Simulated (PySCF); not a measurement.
Ti(OH)3 (H₃O₃Ti), SMILES [Ti+]([OH])([OH])[OH], charge +1, multiplicity 1. Heavy atoms are numbered as in [Ti+:1]([OH:2])([OH:4])[OH:6]. Hydrogens are named by the atom that carries them.

Coordinates come from a PBE0-D3(BJ)/def2-SVP optimisation. The spin state was assumed, not searched. The isomer is the one that the SMILES or the coordinates give; other isomers of the formula were not compared. Other conformers were not sampled.

Level of theory: PBE/pcSseg-1 in PySCF.

GIAO shieldings, no solvent; atoms alike by connectivity are averaged. δ = σ(ref) − σ: ¹⁷O against H2O (σ = 334.3 ppm); ¹H against TMS (σ = 31.49 ppm), references at their B3LYP-D3(BJ)/def2-TZVP geometries, non-relativistic.

Task: Estimate the chemical shifts. (The exact figures need the calculation; the answer reports its results.)

Result: 
```tsv
nucleus	atoms	count	δ (ppm)
¹⁷O	O2 (OH)	3	450.8
¹H	H on O2	3	8.56
```
